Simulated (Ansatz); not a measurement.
`[NH2][SnH2][Br]` + `[GeH2]` → `[NH2][SnH3]` + `[GeH][Br]` at 700 K and 1 bar (redistribution).

Gas-phase electronic energies from Ansatz, PBE0-D4/def2-TZVP geometries. CCSD(T)/CBS is the MP2 limit (def2-TZVPP, def2-QZVPP) plus CCSD(T) − MP2 in def2-TZVPP, frozen cores. Elements past krypton have def2 core potentials. For Br, Ge, Sn outer-core shells are correlated without core-valence functions, which leaves a few kJ/mol of doubt a bond. Scalar relativity is left out up to krypton. Each species was taken in one conformer, which may not be the lowest.

| species | CCSD(T)/CBS energy (Eh) | H − E (kJ/mol) | S (J/(mol·K)) |
| --- | --- | --- | --- |
| `[NH2][SnH2][Br]` | -2844.49555 | 164.7 | 431.3 |
| `[GeH2]` | -2077.24753 | 54.8 | 253.9 |
| `[NH2][SnH3]` | -271.71442 | 171.8 | 369.2 |
| `[GeH][Br]` | -4650.03665 | 48.0 | 316.3 |

H − E and S are ideal-gas, rigid-rotor, harmonic terms from PBE0-D4/def2-TZVP, for one conformer and one mirror image of each species. 1 Eh = 2625.50 kJ/mol, R = 8.31446 J/(mol·K).

Problem. By hand: ΔE, ΔH, ΔS and ΔG.

Solution. ΔE = (-271.71442) + (-4650.03665) − (-2844.49555) − (-2077.24753) = -0.00799 Eh = -21.0 kJ/mol. Δ(H − E) = 171.8 + 48.0 − 164.7 − 54.8 = 0.3, so ΔH = -20.7 kJ/mol. ΔS = 369.2 + 316.3 − 431.3 − 253.9 = 0.3 J/(mol·K). ΔG = -20.7 − 700 × (0.3)/1000 = -20.9 kJ/mol.

Problem. By hand: the equilibrium constant, and the temperature at which ΔG would vanish if ΔH and ΔS stayed fixed.

Solution. log₁₀ K = −ΔG/(RT ln 10) = 1.6. ΔH and −TΔS have one sign here, so there is no such temperature. One of them is within its doubt of zero, so this could turn.

The number of gas molecules stays the same, so ΔS is small and ΔH decides. A doubt of 5 kJ/mol in ΔE shifts log₁₀ K by 0.4 here. Other conformers and mirror images would add mixing entropy, several J/(mol·K) or more a flexible species. These are equilibria of isolated gas molecules and say nothing of rates. Largest T1 diagnostic: 0.013 (customary marks: 0.02 for closed shells, 0.045 for open ones).
